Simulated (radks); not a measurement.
The numbers below are computed, except where a source is named.
Problem. Species: Sb I. Configuration: [Kr] 4d10 5s2 5p2 6p1 (not the ground configuration). Level of theory: Dirac Kohn-Sham, PBE, spin-unpolarised, spherical densities, finite nucleus; open shells are shared between the two j in proportion to 2j + 1; Fermi nuclear charge, rms radius 4.6802 fm (a radial shooting solver on a logarithmic mesh with Libxc functionals).

Spin-orbit splittings of the eigenvalues, e(l+1/2) - e(l-1/2), with zeta = 2 splitting/(2l+1) and mean radii in bohr:

| shell | occ. | splitting (eV) | zeta (eV) | <r> j=l-1/2 | <r> j=l+1/2 |
|---|---|---|---|---|---|
| 2p | 6 | 251.8 | 167.9 | 0.1033 | 0.1087 |
| 3p | 6 | 46.47 | 30.98 | 0.3208 | 0.3321 |
| 3d | 10 | ? | ? | 0.3033 | 0.3069 |
| 4p | 6 | 8.588 | 5.725 | 0.8325 | 0.8616 |
| 4d | 10 | 1.245 | 0.4981 | 1.021 | 1.034 |
| 5p | 2 | 0.7278 | 0.4852 | 2.621 | 2.728 |
| 6p | 1 | 0.04966 | 0.03311 | 8.810 | 9.012 |

Estimate the 3d splitting.

Solution. 9.656 eV (zeta = 3.862 eV).
